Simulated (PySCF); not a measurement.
O₃S, SMILES O=S(=O)=O.

Geometry: B3LYP-D3(BJ)/def2-TZVP.

Method: PySCF with PBE/def2-TZVPD.

Gas-phase values at a fixed geometry.

The total energy is -623.56530 hartree, the point group comes out as D3h and the highest occupied level comes out as -8.29 eV. The lowest empty level is -3.76 eV and the orbital gap comes out as 4.53 eV. The dipole moment is 0.00 D and the quadrupole, principal values (traceless, Buckingham form, about the centre of nuclear charge) is -2.84, -2.84, 5.67 D·Å. The mean static polarisability is 29.5 bohr³ (4.38 Å³) and the polarisability, principal values comes out as 21.1, 33.8, 33.8 bohr³.
